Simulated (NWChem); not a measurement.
# SiNH₅Se; SMILES [SiH3][Se]N

```xyz
8

Se     0.4449     0.5487     0.0000
N     -1.3569     1.0936     0.0000
H     -1.5092     1.6759    -0.8225
H     -1.5092     1.6759     0.8225
Si    -0.1356    -1.6595     0.0000
H      1.1447    -2.4328     0.0000
H     -0.9288    -1.9981    -1.2177
H     -0.9288    -1.9981     1.2177
```
Atoms are numbered in this order, from 1.

Program: NWChem. Geometry: optimised at PBE0/def2-SVP. Ions are spin-unrestricted doublets at the neutral geometry; other ion states weren't tried.

**Question.** Predict the results for PBE/def2-TZVP. Quantities: vertical ionisation energy, ΔSCF (eV); −ε(HOMO) (eV).

**Answer.** 
```json
{
  "vertical ionisation energy, ΔSCF (eV)": "8.82",
  "−ε(HOMO) (eV)": "5.64"
}
```
